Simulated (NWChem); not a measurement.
GeSiH4Cl2; SMILES [GeH3][SiH](Cl)Cl

```xyz
8

Si     0.0021    -0.5801     0.5617
Cl     1.6842    -1.4913    -0.2631
Cl    -1.7193    -1.4746    -0.1974
Ge     0.0011     1.7189    -0.0746
H      0.0294    -0.8351     2.0392
H     -1.2501     2.4309     0.5015
H      1.2805     2.4185     0.4527
H     -0.0283     1.7954    -1.6210
```
Atoms are numbered in this order, from 1.

Level: PBE-D3(BJ)/def2-SVP (NWChem), optimised geometry, unscaled harmonic frequencies. 

Task: List the harmonic frequencies with IR intensities, and the thermochemistry.

Result: 
```json
[
 {"frequency (cm⁻¹)": "89", "IR intensity (km/mol)": "0.6"},
 {"frequency (cm⁻¹)": "105", "IR intensity (km/mol)": "0.1"},
 {"frequency (cm⁻¹)": "121", "IR intensity (km/mol)": "4.1"},
 {"frequency (cm⁻¹)": "183", "IR intensity (km/mol)": "4.0"},
 {"frequency (cm⁻¹)": "325", "IR intensity (km/mol)": "7.2"},
 {"frequency (cm⁻¹)": "447", "IR intensity (km/mol)": "22.7"},
 {"frequency (cm⁻¹)": "460", "IR intensity (km/mol)": "13.6"},
 {"frequency (cm⁻¹)": "521", "IR intensity (km/mol)": "56.5"},
 {"frequency (cm⁻¹)": "569", "IR intensity (km/mol)": "79.0"},
 {"frequency (cm⁻¹)": "717", "IR intensity (km/mol)": "292.7"},
 {"frequency (cm⁻¹)": "768", "IR intensity (km/mol)": "69.6"},
 {"frequency (cm⁻¹)": "777", "IR intensity (km/mol)": "11.6"},
 {"frequency (cm⁻¹)": "848", "IR intensity (km/mol)": "42.9"},
 {"frequency (cm⁻¹)": "849", "IR intensity (km/mol)": "29.5"},
 {"frequency (cm⁻¹)": "2076", "IR intensity (km/mol)": "57.6"},
 {"frequency (cm⁻¹)": "2093", "IR intensity (km/mol)": "90.4"},
 {"frequency (cm⁻¹)": "2101", "IR intensity (km/mol)": "68.3"},
 {"frequency (cm⁻¹)": "2177", "IR intensity (km/mol)": "97.1"}
]
```

- zero-point energy = 21.8 kcal/mol
- thermal correction to the enthalpy at 298.15 K (with zero-point energy) = 26.9 kcal/mol
- heat capacity Cv = 23.7 cal/(mol K)
- entropy at 298.15 K and 1 atm (symmetry number 1) = 88.2 cal/(mol K)
- dipole moment = 1.42 D

Rigid rotor and harmonic oscillator; modes under 100 cm⁻¹ make the entropy uncertain.
